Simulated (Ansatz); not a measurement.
NaBe, multiplicity 2 (lowest of 2S+1 = 2, 4 at CCSD(T)/def2-TZVPP on PBE0 minima; our sources give no spin for the ground state, which may be another), most abundant isotopes (9.0122 and 22.9898 u). Constants from fifth-degree fits in 1/R to seven points on the lowest solution found; no spin–orbit coupling, no relativity up to Kr; ω_e x_e and α_e move by some per cent with the fit.

Correlated levels freeze the inner cores; with def2 sets outer-core shells near the valence are correlated too.

The values were computed with Ansatz (Gaussian orbitals). 

```json
[
 {"level": "PBE/def2-TZVPP", "r_e (Å)": "2.8858", "ω_e (cm⁻¹)": "224.8", "ω_e x_e (cm⁻¹)": "3.31", "α_e (cm⁻¹)": "0.00559"},
 {"level": "CCSD(T)/def2-QZVPP", "r_e (Å)": "2.9862", "ω_e (cm⁻¹)": "169.7", "ω_e x_e (cm⁻¹)": "5.35", "α_e (cm⁻¹)": "0.00949"}
]
```

D_e from total energies of the atoms and the molecule: 0.43 eV at PBE/def2-TZVPP; 0.16 eV at CCSD(T)/def2-QZVPP.

Derive the rotational constants, the centrifugal constant, the fundamental, the zero-point energy and the force constant, and test the Morse rule for the well depth.


μ = 6.47423 u.
- PBE/def2-TZVPP: B_e = 16.8576/(μ r_e²) = 0.31267 cm⁻¹; B₀ = B_e − α_e/2 = 0.30987 cm⁻¹; D = 4B_e³/ω_e² = 2.42e-06 cm⁻¹; fundamental ω_e − 2ω_e x_e = 218 cm⁻¹; zero-point energy ω_e/2 − ω_e x_e/4 = 112 cm⁻¹; k = μ(2πcω_e)² = 19.3 N/m; a Morse well would hold ω_e²/(4ω_e x_e) = 0.47 eV against the computed D_e of 0.43 eV
- CCSD(T)/def2-QZVPP: B_e = 16.8576/(μ r_e²) = 0.29200 cm⁻¹; B₀ = B_e − α_e/2 = 0.28726 cm⁻¹; D = 4B_e³/ω_e² = 3.46e-06 cm⁻¹; fundamental ω_e − 2ω_e x_e = 159 cm⁻¹; zero-point energy ω_e/2 − ω_e x_e/4 = 84 cm⁻¹; k = μ(2πcω_e)² = 11.0 N/m; a Morse well would hold ω_e²/(4ω_e x_e) = 0.17 eV against the computed D_e of 0.16 eV

Doubts at one or more of the structures used: a spin-contaminated determinant (CCSD(T)/def2-QZVPP).

Ansatz is a quantum-chemistry and plane-wave program.
